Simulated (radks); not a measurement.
Values are calculated unless marked as measured or tabulated.
Problem. Coherent X-ray form factor from a spherical all-electron density. Level of theory: non-relativistic Kohn-Sham, PBE, spin-polarised, spherical densities, point nucleus (a radial shooting solver on a logarithmic mesh with Libxc functionals).

sin(theta)/lambda (1/angstrom),f0 (electrons)
0.05,46.136
0.1,43.936
0.15,41.087
0.2,38.055
0.25,35.084
0.3,32.311
0.4,27.601
0.5,24.060
0.6,21.468
0.8,17.906
1,15.136
1.25,12.035
1.5,9.495
2,6.494

The species is in the configuration that NIST lists as its ground one. Which atom or ion scatters so?

Solution. Neutral silver, [Kr] 4d10 5s1. Extrapolating in s^2 from the first two rows gives f0(0) = 46.9, near the electron count 47; among species with that count, the fall with angle is slower the higher Z, and the table is that of Z = 47; from so few rows the species is fixed only to a neighbour or two.
